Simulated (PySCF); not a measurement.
A structure optimised at PBE-D3(BJ)/def2-TZVP, used in a PySCF frequency run:

```
Si
H 1 1.4854
H 1 1.4854 2 112.83
Cl 1 2.0559 2 108.42 3 120.10
Cl 1 2.0559 2 108.42 3 -120.10
```

Question: Write its SMILES, formula and point group.

Answer: Cl[SiH2]Cl, Cl2H2Si, C2v

Question: What are its rotational constants (standard atomic weights)?

Answer: 13.929, 2.4651, 2.1494 GHz
